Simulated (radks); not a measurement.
Q: All-electron atom: Co V in [Ar] 3d5. All-electron calculation, Dirac Kohn-Sham, PBE, spin-unpolarised, spherical densities, point nucleus; open shells fill j = l - 1/2 first. Program: a radial shooting solver on a logarithmic mesh with Libxc functionals.

Spin-orbit splittings of the eigenvalues, e(l+1/2) - e(l-1/2), with zeta = 2 splitting/(2l+1) and mean radii in bohr:

| shell | occ. | splitting (eV) | zeta (eV) | <r> j=l-1/2 | <r> j=l+1/2 |
|---|---|---|---|---|---|
| 2p | 6 | 14.82 | 9.878 | 0.2228 | 0.2259 |
| 3p | 6 | 1.956 | 1.304 | 0.7860 | 0.7945 |
| 3d | 5 | ? | ? | 0.8772 | 0.8803 |

Estimate the 3d splitting.

A: 0.2448 eV (zeta = 0.09792 eV).
